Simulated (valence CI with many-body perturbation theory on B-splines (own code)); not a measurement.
**E1 line list for Sm LVI**

Level of theory: valence CI with perturbative core correlation (CI+MBPT): five valence electrons over a frozen Dirac-Fock core [He], a basis of 11 s, 11 p, 10 d, 8 f, 5 g, 2 h functions for each j, with the one-electron correlation potential Σ1 (screened to all orders), the two-electron term Σ2, the three-electron term Σ3, Breit, model QED; selected single and double excitations, second order for the rest, scaled by the run's own slope (own B-spline code, finite nucleus).

The last digits are not significant, and no measured levels were compared; by estimate large intervals hold to a few tenths of a per cent, small ones and those within an open d or f shell to about a per cent. Among the levels kept, up to 7200 cm⁻¹ of a level comes from second order outside the variational space, and about a tenth of that is noise between levels of different J, which matters for small intervals.

Lines 101 to 150 of 600 in falling wavelength, among levels below 8297.8 eV, chosen from the strongest by gf and those to the six lowest levels. Wavelengths and rates use the calculated energies. Electric multipoles are in the length gauge, E1 and E2 with the static RPA response of the core. Weak lines are less certain than strong ones. Lines between different terms over intervals too small for the method are left out, as are lines whose strength nearly cancels. Where a level lies close to another of its J and parity, the split of strength between their lines is uncertain. The highest levels of a list are the least certain.

Levels are named by their leading jj configuration (3d3/2^4 stands for four electrons in 3d with j = 3/2), which in mixed levels can hold well under half, so a name can repeat and another be missing. Letters in brackets count levels of one name in rising energy.

| λ vac (nm) | Upper | Lower | A (s⁻¹) | log gf | Branch % |
| --- | --- | --- | --- | --- | --- |
| 4.707 | (2s 2p1/2^2 2p3/2 3p3/2) J=1/2 [b] | (2s^2 2p1/2 2p3/2 3p3/2) J=1/2 [b] | 1.74e+11 | -0.94 | 1.8 |
| 4.706 | (2s^2 2p3/2^2 3d3/2) J=5/2 | (2s^2 2p3/2^2 3p1/2) J=5/2 | 5.90e+10 | -0.93 | 0.0 |
| 4.702 | (2p1/2^2 2p3/2^2 3d3/2) J=5/2 | (2p1/2^2 2p3/2^2 3p1/2) J=3/2 | 5.89e+10 | -0.93 | 0.2 |
| 4.698 | (2s 2p1/2^2 2p3/2 3d3/2) J=5/2 [a] | (2s 2p1/2^2 2p3/2 3p1/2) J=3/2 [a] | 8.32e+10 | -0.78 | 0.1 |
| 4.687 | (2s^2 2p1/2 2p3/2 3p3/2) J=7/2 | (2s^2 2p1/2 2p3/2 3s) J=5/2 | 2.86e+11 | -0.12 | 25.0 |
| 4.678 | (2s^2 2p3/2^2 3p3/2) J=5/2 | (2s^2 2p3/2^2 3s) J=5/2 | 1.14e+11 | -0.65 | 0.9 |
| 4.677 | (2s 2p1/2^2 2p3/2^2) J=5/2 | (2s^2 2p1/2 2p3/2^2) J=3/2 | 2.21e+10 | -1.36 | 3.7 |
| 4.668 | (2s^2 2p1/2 2p3/2 3d3/2) J=3/2 [a] | (2s^2 2p1/2 2p3/2 3p1/2) J=3/2 [a] | 6.89e+10 | -1.05 | 0.0 |
| 4.660 | (2s 2p1/2 2p3/2^2 3p3/2) J=7/2 [a] | (2s 2p1/2 2p3/2^2 3s) J=5/2 [a] | 2.94e+11 | -0.12 | 1.8 |
| 4.654 | (2p1/2^2 2p3/2^2 3d3/2) J=5/2 | (2p1/2^2 2p3/2^2 3p1/2) J=5/2 | 1.08e+11 | -0.68 | 0.4 |
| 4.652 | (2s^2 2p3/2^2 3d3/2) J=5/2 | (2s^2 2p3/2^2 3p1/2) J=3/2 | 8.18e+10 | -0.80 | 0.0 |
| 4.647 | (2s 2p1/2 2p3/2^2 3d5/2) J=9/2 [a] | (2s 2p1/2 2p3/2^2 3p1/2) J=7/2 | 8.48e+10 | -0.56 | 9.3 |
| 4.645 | (2s^2 2p3/2^2 3d3/2) J=3/2 [b] | (2s^2 2p3/2^2 3p1/2) J=1/2 | 1.47e+11 | -0.72 | 0.0 |
| 4.640 | (2p1/2^2 2p3/2^2 3d3/2) J=1/2 | (2p1/2^2 2p3/2^2 3p1/2) J=3/2 | 2.01e+11 | -0.89 | 0.1 |
| 4.639 | (2s 2p1/2^2 2p3/2 3p1/2) J=3/2 [b] | (2s^2 2p1/2 2p3/2 3p1/2) J=3/2 [b] | 7.49e+10 | -1.01 | 0.1 |
| 4.636 | (2s^2 2p1/2 2p3/2 3p3/2) J=3/2 [a] | (2s^2 2p1/2 2p3/2 3s) J=1/2 | 1.02e+11 | -0.88 | 6.9 |
| 4.634 | (2s 2p1/2 2p3/2^2 3d3/2) J=5/2 [d] | (2s 2p1/2 2p3/2^2 3p1/2) J=3/2 [c] | 6.74e+10 | -0.89 | 0.0 |
| 4.631 | (2s^2 2p1/2 2p3/2 3d3/2) J=5/2 [a] | (2s^2 2p1/2 2p3/2 3p1/2) J=3/2 [a] | 1.66e+11 | -0.50 | 0.3 |
| 4.629 | (2s 2p1/2^2 2p3/2 3d3/2) J=3/2 [a] | (2s 2p1/2^2 2p3/2 3p1/2) J=3/2 [a] | 1.64e+11 | -0.68 | 0.1 |
| 4.628 | (2p1/2^2 2p3/2^2 3d3/2) J=7/2 | (2p1/2^2 2p3/2^2 3p1/2) J=5/2 | 1.29e+11 | -0.48 | 1.2 |
| 4.627 | (2s 2p1/2 2p3/2^2 3d3/2) J=3/2 [a] | (2s 2p1/2 2p3/2^2 3p1/2) J=3/2 [a] | 1.60e+11 | -0.69 | 0.1 |
| 4.625 | (2s^2 2p3/2^2 3p3/2) J=7/2 | (2s^2 2p3/2^2 3s) J=5/2 | 3.17e+11 | -0.09 | 4.7 |
| 4.624 | (2p1/2^2 2p3/2^2 3s) J=3/2 | (2s 2p1/2 2p3/2^2 3s) J=1/2 [b] | 9.53e+10 | -0.91 | 0.1 |
| 4.622 | (2s 2p1/2 2p3/2^2 3p3/2) J=5/2 [a] | (2s 2p1/2 2p3/2^2 3s) J=5/2 [a] | 1.37e+11 | -0.58 | 0.1 |
| 4.617 | (2s^2 2p3/2^2 3d3/2) J=7/2 | (2s^2 2p3/2^2 3p1/2) J=5/2 | 2.16e+11 | -0.26 | 0.0 |
| 4.614 | (2s 2p1/2 2p3/2^2 3p3/2) J=3/2 [c] | (2s 2p1/2 2p3/2^2 3s) J=1/2 [a] | 2.80e+11 | -0.45 | 0.3 |
| 4.610 | (2s 2p1/2^2 2p3/2 3p3/2) J=3/2 [b] | (2s 2p1/2^2 2p3/2 3s) J=3/2 [b] | 1.41e+11 | -0.74 | 0.1 |
| 4.608 | (2s^2 2p1/2^2 3d3/2) J=3/2 | (2s^2 2p1/2^2 3p1/2) J=1/2 | 2.03e+11 | -0.59 | 0.2 |
| 4.602 | (2s 2p1/2 2p3/2^2 3d3/2) J=1/2 [a] | (2s 2p1/2 2p3/2^2 3p1/2) J=3/2 [a] | 2.13e+11 | -0.87 | 0.2 |
| 4.602 | (2s 2p1/2 2p3/2^2 3d3/2) J=7/2 [a] | (2s 2p1/2 2p3/2^2 3p1/2) J=5/2 [a] | 1.83e+11 | -0.33 | 0.1 |
| 4.601 | (2s^2 2p1/2 2p3/2 3d3/2) J=7/2 | (2s^2 2p1/2 2p3/2 3p1/2) J=5/2 | 1.97e+11 | -0.30 | 4.5 |
| 4.599 | (2s 2p1/2^2 2p3/2 3d3/2) J=7/2 | (2s 2p1/2^2 2p3/2 3p1/2) J=5/2 | 1.69e+11 | -0.37 | 10.1 |
| 4.584 | (2s 2p1/2 2p3/2^2 3p3/2) J=9/2 | (2s 2p1/2 2p3/2^2 3s) J=7/2 | 2.36e+11 | -0.13 | 16.9 |
| 4.583 | (2s 2p1/2 2p3/2^2 3d3/2) J=7/2 [c] | (2s 2p1/2 2p3/2^2 3p1/2) J=5/2 [c] | 1.11e+11 | -0.56 | 0.0 |
| 4.582 | (2s 2p1/2^2 2p3/2 3d3/2) J=1/2 [a] | (2s 2p1/2^2 2p3/2 3p1/2) J=3/2 [a] | 2.14e+11 | -0.87 | 0.4 |
| 4.579 | (2s^2 2p1/2 2p3/2 3p3/2) J=3/2 [b] | (2s^2 2p1/2 2p3/2 3s) J=3/2 [b] | 1.01e+11 | -0.90 | 0.5 |
| 4.572 | (2s 2p1/2 2p3/2^2 3p3/2) J=5/2 [f] | (2s 2p1/2 2p3/2^2 3s) J=5/2 [c] | 1.18e+11 | -0.65 | 0.2 |
| 4.566 | (2s^2 2p1/2 2p3/2 3d3/2) J=3/2 [a] | (2s^2 2p1/2 2p3/2 3p1/2) J=1/2 | 1.20e+11 | -0.82 | 0.1 |
| 4.566 | (2s 2p1/2 2p3/2^2 3d3/2) J=5/2 [a] | (2s 2p1/2 2p3/2^2 3p1/2) J=3/2 [a] | 9.18e+10 | -0.76 | 0.1 |
| 4.565 | (2s^2 2p1/2 2p3/2 3p3/2) J=5/2 [a] | (2s^2 2p1/2 2p3/2 3s) J=3/2 [a] | 3.18e+11 | -0.22 | 4.6 |
| 4.562 | (2s 2p1/2^2 2p3/2 3p3/2) J=5/2 [a] | (2s 2p1/2^2 2p3/2 3s) J=3/2 [a] | 9.93e+10 | -0.73 | 0.1 |
| 4.560 | (2s 2p1/2 2p3/2^2 3p3/2) J=7/2 [b] | (2s 2p1/2 2p3/2^2 3s) J=7/2 | 1.69e+11 | -0.37 | 0.2 |
| 4.555 | (2s^2 2p1/2 2p3/2 3d3/2) J=1/2 [b] | (2s^2 2p1/2 2p3/2 3p1/2) J=3/2 [b] | 1.61e+11 | -1.00 | 0.1 |
| 4.555 | (2s 2p1/2 2p3/2^2 3d3/2) J=3/2 [c] | (2s 2p1/2 2p3/2^2 3p1/2) J=1/2 [a] | 1.41e+11 | -0.76 | 0.0 |
| 4.553 | (2s 2p1/2 2p3/2^2 3d3/2) J=9/2 | (2s 2p1/2 2p3/2^2 3p1/2) J=7/2 | 9.78e+10 | -0.52 | 5.2 |
| 4.530 | (2p1/2^2 2p3/2^2 3p3/2) J=5/2 | (2s 2p1/2 2p3/2^2 3p3/2) J=5/2 [c] | 9.72e+10 | -0.75 | 0.1 |
| 4.528 | (2p1/2^2 2p3/2^2 3p3/2) J=7/2 | (2s 2p1/2 2p3/2^2 3p3/2) J=5/2 [c] | 4.21e+10 | -0.99 | 0.0 |
| 4.518 | (2s 2p1/2^2 2p3/2 3p3/2) J=7/2 | (2s 2p1/2^2 2p3/2 3s) J=5/2 | 2.13e+11 | -0.28 | 6.0 |
| 4.510 | (2s^2 2p1/2^2 3p3/2) J=3/2 | (2s^2 2p1/2^2 3s) J=1/2 | 3.25e+11 | -0.40 | 32.1 |
| 4.507 | (2s 2p1/2 2p3/2^2 3p3/2) J=5/2 [b] | (2s 2p1/2 2p3/2^2 3s) J=5/2 [b] | 1.81e+11 | -0.48 | 0.1 |
